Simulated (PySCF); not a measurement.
# Ionisation energy of Ag⁺ by level of theory

Ag⁺ [Kr] 4d10 (1S) → Ag²⁺ [Kr] 4d9 (2D), as a difference of total energies. Computed with PySCF 2.14 in aug-cc-pVTZ-PP with one added diffuse shell each of s, p, d, f, g type with ECP28MDF (7s7p6d4f3g, 113 functions), with a scalar-relativistic core potential. Correlated levels: valence: 4s2 4p6 frozen. The calculations carry no spin-orbit coupling.

| method | ionisation energy (eV) | difference from reference (eV) |
| --- | --- | --- |
| UHF | 19.671 | -1.813 |
| LDA | 22.178 | +0.694 |
| PBE | 21.729 | +0.245 |
| PBE0 | 21.506 | +0.022 |
| r2SCAN | 21.495 | +0.011 |
| revPBE | 21.611 | +0.127 |
| wB97M-V | 21.413 | -0.071 |
| PBEsol | 21.786 | +0.302 |
| MP2 (valence) | 21.812 | +0.328 |
| SCS-MP2 (valence) | 21.596 | +0.112 |

Reference: 21.484 eV (measured; NIST Atomic Spectra Database, ionization energies).

The reference lies between the lowest fine-structure levels, while these numbers refer to the centres of the terms.

Errors of the correlated levels include the incompleteness of this basis and the frozen core.
